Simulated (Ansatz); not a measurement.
Consider the redistribution: `[NH2][MgH]` + `CC[O][SnH3]` → `C[CH2][Mg][NH2]` + `[OH][SnH3]`.

Program: Ansatz. Geometries: PBE0-D4/def2-TZVP. ΔE: electronic, gas phase. CCSD(T)/CBS adds triple-zeta CCSD(T) − MP2 to the extrapolated MP2 energy (def2 sets, frozen cores). DFT in def2-TZVPP. B3LYP here is the variant with VWN-RPA as its local correlation; programs differ in this. HSE06 is defined as in plane-wave codes. Elements past krypton have def2 core potentials. For Mg, Sn outer-core shells are correlated without core-valence functions, which leaves a few kJ/mol of doubt a bond. One conformer a species, not always the lowest.

```json
{"level": "LDA (SPW92)", "ΔE (kJ/mol)": "-39.0", "difference from CCSD(T)/CBS": "13.0"}
{"level": "PBE-D4", "ΔE (kJ/mol)": "-46.2", "difference from CCSD(T)/CBS": "5.8"}
{"level": "revPBE-D4", "ΔE (kJ/mol)": "-42.2", "difference from CCSD(T)/CBS": "9.8"}
{"level": "BLYP-D4", "ΔE (kJ/mol)": "-41.0", "difference from CCSD(T)/CBS": "11.0"}
{"level": "r2SCAN-D4", "ΔE (kJ/mol)": "-43.3", "difference from CCSD(T)/CBS": "8.7"}
{"level": "B97M-V", "ΔE (kJ/mol)": "-23.9", "difference from CCSD(T)/CBS": "28.1"}
{"level": "PBE0-D4", "ΔE (kJ/mol)": "-44.4", "difference from CCSD(T)/CBS": "7.6"}
{"level": "B3LYP-D4", "ΔE (kJ/mol)": "-40.4", "difference from CCSD(T)/CBS": "11.6"}
{"level": "r2SCANh-D4", "ΔE (kJ/mol)": "-43.4", "difference from CCSD(T)/CBS": "8.6"}
{"level": "r2SCAN0-D4", "ΔE (kJ/mol)": "-43.4", "difference from CCSD(T)/CBS": "8.6"}
{"level": "HSE06-D4", "ΔE (kJ/mol)": "-44.8", "difference from CCSD(T)/CBS": "7.2"}
{"level": "CAM-B3LYP-D4", "ΔE (kJ/mol)": "-37.0", "difference from CCSD(T)/CBS": "15.0"}
{"level": "ωB97X-V", "ΔE (kJ/mol)": "-37.1", "difference from CCSD(T)/CBS": "14.9"}
{"level": "ωB97M-V", "ΔE (kJ/mol)": "-43.6", "difference from CCSD(T)/CBS": "8.4"}
{"level": "B2PLYP", "ΔE (kJ/mol)": "-47.6", "difference from CCSD(T)/CBS": "4.4"}
{"level": "PBE-QIDH", "ΔE (kJ/mol)": "-47.4", "difference from CCSD(T)/CBS": "4.6"}
{"level": "PBE", "ΔE (kJ/mol)": "-50.0", "difference from CCSD(T)/CBS": "2.0"}
{"level": "revPBE", "ΔE (kJ/mol)": "-52.9", "difference from CCSD(T)/CBS": "-0.9"}
{"level": "BLYP", "ΔE (kJ/mol)": "-49.1", "difference from CCSD(T)/CBS": "2.9"}
{"level": "r2SCAN", "ΔE (kJ/mol)": "-44.3", "difference from CCSD(T)/CBS": "7.7"}
{"level": "PBE0", "ΔE (kJ/mol)": "-47.7", "difference from CCSD(T)/CBS": "4.3"}
{"level": "B3LYP", "ΔE (kJ/mol)": "-46.4", "difference from CCSD(T)/CBS": "5.6"}
{"level": "r2SCANh", "ΔE (kJ/mol)": "-44.5", "difference from CCSD(T)/CBS": "7.5"}
{"level": "r2SCAN0", "ΔE (kJ/mol)": "-44.6", "difference from CCSD(T)/CBS": "7.4"}
{"level": "HSE06", "ΔE (kJ/mol)": "-48.0", "difference from CCSD(T)/CBS": "4.0"}
{"level": "CAM-B3LYP", "ΔE (kJ/mol)": "-40.4", "difference from CCSD(T)/CBS": "11.6"}
{"level": "LC-ωPBE", "ΔE (kJ/mol)": "-45.2", "difference from CCSD(T)/CBS": "6.8"}
{"level": "RPA@PBE/def2-TZVPP", "ΔE (kJ/mol)": "-41.4", "difference from CCSD(T)/CBS": "10.6"}
{"level": "HF/def2-SVP", "ΔE (kJ/mol)": "-15.6", "difference from CCSD(T)/CBS": "36.4"}
{"level": "CCSD/def2-SVP", "ΔE (kJ/mol)": "-26.3", "difference from CCSD(T)/CBS": "25.7"}
{"level": "CCSD(T)/def2-SVP", "ΔE (kJ/mol)": "-26.1", "difference from CCSD(T)/CBS": "25.9"}
{"level": "HF/def2-TZVPP", "ΔE (kJ/mol)": "-28.7", "difference from CCSD(T)/CBS": "23.3"}
{"level": "SCS-MP2/def2-TZVPP", "ΔE (kJ/mol)": "-47.7", "difference from CCSD(T)/CBS": "4.3"}
{"level": "CCSD/def2-TZVPP", "ΔE (kJ/mol)": "-45.0", "difference from CCSD(T)/CBS": "7.0"}
{"level": "CCSD(T)/def2-TZVPP", "ΔE (kJ/mol)": "-45.9", "difference from CCSD(T)/CBS": "6.1"}
{"level": "HF/def2-QZVPP", "ΔE (kJ/mol)": "-28.6", "difference from CCSD(T)/CBS": "23.4"}
{"level": "MP2/def2-QZVPP", "ΔE (kJ/mol)": "-57.2", "difference from CCSD(T)/CBS": "-5.2"}
{"level": "HF/CBS(def2)", "ΔE (kJ/mol)": "-28.5", "difference from CCSD(T)/CBS": "23.5"}
{"level": "MP2/CBS(def2)", "ΔE (kJ/mol)": "-59.8", "difference from CCSD(T)/CBS": "-7.8"}
{"level": "CCSD/CBS(def2)", "ΔE (kJ/mol)": "-51.2", "difference from CCSD(T)/CBS": "0.8"}
{"level": "CCSD(T)/CBS", "ΔE (kJ/mol)": "-52.0", "difference from CCSD(T)/CBS": "0"}
```

Largest T1 diagnostic among the species: 0.014.

From BLYP to BHLYP (50 % exact exchange), in def2-TZVPP and without D4, ΔE moves by +8.3 kJ/mol. In def2-TZVPP, CCSD(T) changes the Hartree–Fock value by −17.1 kJ/mol (the triples alone add −0.9 kJ/mol) and MP2 by −24.9 kJ/mol.
